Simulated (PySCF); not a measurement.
Compound: C3H6BrFSi.
Atom-mapped SMILES: `[CH3:1]/[C:2]([F:3])=[CH:4]/[SiH2:5][Br:6]` (hydrogens: H7, H8, H9 on C1; H10 on C4; H11, H12 on Si5)

Geometry (PBE0-D3(BJ)/def2-SVP, Å), atoms numbered from 1 in this order:
```xyz
12
C3H6BrFSi angstrom
C     -2.1336   -0.0884   -0.1528
C     -0.6660   -0.0616   -0.3618
F     -0.3407   -0.1836   -1.6618
C      0.3182    0.0606    0.5321
Si     2.1066    0.0668    0.0254
Br     3.3156    0.4114    1.8715
H     -2.3814    0.0164    0.9100
H     -2.6107    0.7277   -0.7183
H     -2.5524   -1.0348   -0.5305
H      0.0423    0.1544    1.5851
H      2.4256    1.1633   -0.9311
H      2.5389   -1.2354   -0.5556
```

Computed, not measured: PySCF, PBE0-D3(BJ)/def2-SVP geometry optimisation, gas phase.

Take the most abundant isotopes and a rigid rotor. The values belong to one conformer with, in the numbering `[CH3:1]/[C:2]([F:3])=[CH:4]/[SiH2:5][Br:6]`, C2–C4–Si5–Br6 177°.

Task: What are A, B and C (MHz)?

Result: Ia = 82.07, Ib = 808.35, Ic = 881.09 u·Å²; 505379 MHz·u·Å²/I gives A = 6158, B = 625.2, C = 573.6 MHz.

Task: Classify the top.

Result: A near-prolate asymmetric top. Ray's parameter κ = (2B − A − C)/(A − C) = -0.982; −1 is the prolate and +1 the oblate limit.

Task: Is it planar, by Δ = Ic − Ia − Ib?

Result: Not planar: Δ = Ic − Ia − Ib = -9.33 u·Å². For a rigid frame Δ = −2 Σ m c², so Σ m c² = 4.66 u·Å² lies off the ab plane: 4.57 from hydrogen and 0.09 from heavier atoms. The atom farthest from that plane is 1.26 Å away.

Task: Give the other two planar moments, Paa and Pbb, and the rms extents of the mass along the axes.

Result: Paa = Σ m a² = (Ib + Ic − Ia)/2 = 803.69 and Pbb = Σ m b² = (Ia + Ic − Ib)/2 = 77.41 u·Å². With the mass M = 167.94 u, the rms extents √(P/M) along a, b and c are 2.19, 0.68, 0.17 Å.

Task: Which lines would a microwave search look for?

Result: The dipole components are |μa| = 2.69 D, |μb| = 1.27 D, |μc| = 0.05 D. The squared components, which scale the intensities, stand as 1.00 : 0.22 : 0.00 (a : b : c). Some of the stronger lines:

```csv
type,branch,"J(Ka,Kc)",MHz,lower level (cm⁻¹)
a,R,"1(0,1) ← 0(0,0)",1199,0.000
a,R,"2(1,2) ← 1(1,1)",2346,0.225
a,R,"2(0,2) ← 1(0,1)",2397,0.040
a,R,"2(1,1) ← 1(1,0)",2449,0.226
b,Q,"1(1,0) ← 1(0,1)",5584,0.040
b,Q,"2(1,1) ← 2(0,2)",5636,0.120
b,R,"1(1,1) ← 0(0,0)",6731,0.000
b,R,"2(1,2) ← 1(0,1)",7879,0.040
b,Q,"2(2,0) ← 2(1,1)",16598,0.308
b,Q,"2(2,1) ← 2(1,2)",16753,0.303
b,R,"2(2,1) ← 1(1,0)",19047,0.226
b,R,"2(2,0) ← 1(1,1)",19099,0.225
```

No PBE0-D3(BJ)/def2-SVP frequencies stand behind this structure, so it isn't proved a minimum. Constants of a rigid frame at the computed geometry: no zero-point averaging, no centrifugal distortion. A rigid rotor knows nothing of internal rotation, which can split or shift real lines. Quadrupole hyperfine structure (79Br) is left out.
